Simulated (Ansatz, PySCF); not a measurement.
N-(silylmethyl)propan-1-amine (C4H13NSi), SMILES CCCNC[SiH3]. Atoms are numbered in the order given.

```xyz
19

C     -3.6030     0.6901    -0.0739
C     -2.2361     0.3672    -0.6533
C     -1.1345     0.3361     0.3921
N      0.1388    -0.0227    -0.1884
C      1.2453    -0.0552     0.7403
Si     2.8084    -0.6908    -0.1141
H     -3.9074    -0.0597     0.6739
H     -3.6079     1.6728     0.4245
H     -4.3773     0.7111    -0.8552
H     -1.9760     1.1135    -1.4262
H     -2.2519    -0.6084    -1.1666
H     -1.3842    -0.4162     1.1626
H     -1.1026     1.3143     0.9271
H      0.3488     0.5987    -0.9670
H      1.4490     0.9143     1.2516
H      1.0137    -0.7698     1.5514
H      3.0714     0.1284    -1.3399
H      2.6503    -2.1186    -0.5201
H      3.9871    -0.5681     0.7995
```
Charge 0, spin multiplicity 1.

Geometry: PBE0-D3(BJ)/def2-SVP. The values are those of a single conformer.

Two levels are set side by side: PBE-D3(BJ)/def2-SVP (Ansatz, a quantum-chemistry and plane-wave program) and PBE0-D3(BJ)/def2-SVP (Ansatz). Each level has its own optimised geometry; the coordinates shown are those of the second. Frequencies come from the Hessian of PySCF at each geometry. Differences are taken from unrounded values.

```csv
quantity,PBE0-D3(BJ)
mean bond length (Å),1.293
bond C1–C2 (Å),1.519
bond C2–C3 (Å),1.519
bond C3–N4 (Å),1.445
bond N4–C5 (Å),1.445
bond C5–Si6 (Å),1.891
bond C1–H7 (Å),1.102
bond C1–H8 (Å),1.102
bond C1–H9 (Å),1.100
bond C2–H10 (Å),1.105
bond C2–H11 (Å),1.103
bond C3–H12 (Å),1.105
bond C3–H13 (Å),1.115
bond N4–H14 (Å),1.018
bond C5–H15 (Å),1.115
bond C5–H16 (Å),1.105
bond Si6–H17 (Å),1.498
highest harmonic wavenumber (cm⁻¹),3558
mean harmonic wavenumber (cm⁻¹),1416
zero-point energy (kcal/mol),103.25
```

### Question
What does PBE-D3(BJ) give, and how far is it from PBE0-D3(BJ)? (The exact figures need the calculation; the answer reports its results.)

### Answer

| quantity | PBE-D3(BJ) | PBE-D3(BJ) minus PBE0-D3(BJ) |
|---|---|---|
| mean bond length (Å) | 1.303 | 0.009 |
| bond C1–C2 (Å) | 1.528 | 0.009 |
| bond C2–C3 (Å) | 1.528 | 0.009 |
| bond C3–N4 (Å) | 1.456 | 0.011 |
| bond N4–C5 (Å) | 1.455 | 0.010 |
| bond C5–Si6 (Å) | 1.903 | 0.012 |
| bond C1–H7 (Å) | 1.110 | 0.008 |
| bond C1–H8 (Å) | 1.110 | 0.008 |
| bond C1–H9 (Å) | 1.108 | 0.008 |
| bond C2–H10 (Å) | 1.114 | 0.009 |
| bond C2–H11 (Å) | 1.111 | 0.008 |
| bond C3–H12 (Å) | 1.114 | 0.009 |
| bond C3–H13 (Å) | 1.125 | 0.010 |
| bond N4–H14 (Å) | 1.028 | 0.010 |
| bond C5–H15 (Å) | 1.125 | 0.010 |
| bond C5–H16 (Å) | 1.114 | 0.008 |
| bond Si6–H17 (Å) | 1.508 | 0.010 |
| highest harmonic wavenumber (cm⁻¹) | 3424 | -134 |
| mean harmonic wavenumber (cm⁻¹) | 1370 | -47 |
| zero-point energy (kcal/mol) | 99.86 | -3.40 |

Exact exchange shortens and stiffens bonds; PBE has none. Differences between two approximate levels are no errors against the true value.
